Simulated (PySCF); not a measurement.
Os³⁹⁺: ionisation energy

Os³⁹⁺ [Kr] 4d1 [4d3/2^1, M_J = 3/2] → Os⁴⁰⁺ [Kr], as a difference of total energies. Computed with PySCF 2.14 in an uncontracted even-tempered set (16 s from 4.6 bohr⁻², ratio 2.8; 14 p from 5.9 bohr⁻², ratio 2.8; 9 d from 5.9 bohr⁻², ratio 2.8; 3 f from 21 bohr⁻², ratio 3), with the two-component X2C-1e Hamiltonian. Correlated levels: [Ar] 3d10 frozen; the 96 highest virtual spinors dropped. "Screened" scales the spin-orbit matrix elements by Boettger's factors to mimic the two-electron term; Breit and QED terms are absent.

```tsv
method	ionisation energy (eV)
GHF (spin-free)	1764.0
GMP2 (spin-free)	1764.0
GHF (screened spin-orbit)	1777.4
GMP2 (screened spin-orbit)	1777.5
```

Breit and QED terms and the two-electron picture change are absent.

The spin-free rows lack the spin-orbit shift.

For comparison: 1776 ± 4 eV (theoretical estimate listed by NIST; NIST Atomic Spectra Database, ionization energies).
